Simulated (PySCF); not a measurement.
Geometries of 3 isomers of C3H10OSi2, from PBE0-D3(BJ)/def2-SVP geometry optimisation, gas phase in PySCF 2.14.0. One conformer each, no zero-point energy, no frequencies.

**Question.** Which isomer lies lowest at this level?
A.
```xyz
16
angstrom
C      2.216   -0.179   -0.555
O      1.757    0.603    0.510
Si     0.157    0.747    0.949
C     -0.996    1.214   -0.489
Si    -1.633   -0.580   -0.468
C     -0.731   -0.919    1.173
H      1.828    0.172   -1.529
H      3.315   -0.123   -0.590
H      1.937   -1.244   -0.444
H      0.160    1.663    2.124
H     -0.533    1.587   -1.415
H     -1.768    1.938   -0.180
H     -1.082   -1.393   -1.597
H     -3.120   -0.739   -0.435
H     -1.414   -0.907    2.039
H     -0.110   -1.825    1.244
```
B.
```xyz
16
angstrom
C      1.918    1.212   -0.278
C      1.835   -0.078    0.065
Si     0.266   -1.090   -0.021
C     -0.194   -1.749    1.665
O     -0.966   -0.147   -0.600
Si    -1.911    1.108   -1.087
H      2.854    1.778   -0.210
H      1.050    1.770   -0.648
H      2.749   -0.573    0.422
H      0.460   -2.230   -0.970
H     -0.328   -0.925    2.383
H     -1.131   -2.325    1.617
H      0.596   -2.415    2.050
H     -3.309    0.628   -1.291
H     -1.399    1.678   -2.370
H     -1.916    2.189   -0.053
```
C.
```xyz
16
angstrom
C      3.574   -1.007   -0.441
C      2.501   -0.739    0.302
O      1.312   -0.378   -0.226
Si    -0.085    0.004    0.629
C     -1.384    0.417   -0.636
Si    -3.077    0.893    0.039
H      3.534   -0.943   -1.531
H      4.509   -1.294    0.041
H      2.544   -0.803    1.400
H     -0.489   -1.167    1.465
H      0.188    1.166    1.529
H     -1.503   -0.453   -1.304
H     -1.006    1.248   -1.257
H     -4.016    1.202   -1.081
H     -2.967    2.098    0.917
H     -3.649   -0.227    0.848
```

**Answer.** B. That is `C=C[Si@@H](C)O[SiH3]`, 13.1 kcal/mol below the next.

```csv
SMILES,atoms numbered as above,E (Eh),relative (kcal/mol),relative (kJ/mol),dipole (D)
C=C[Si@@H](C)O[SiH3],[CH2:1]=[CH:2][Si@@H:3]([CH3:4])[O:5][SiH3:6],-773.81576,0.0,0.0,0.92
CO[SiH]1C[SiH2]C1,[CH3:1][O:2][SiH:3]1[CH2:4][SiH2:5][CH2:6]1,-773.79490,13.1,54.8,0.86
C=CO[SiH2]C[SiH3],[CH2:1]=[CH:2][O:3][SiH2:4][CH2:5][SiH3:6],-773.76412,32.4,135.6,0.54
```
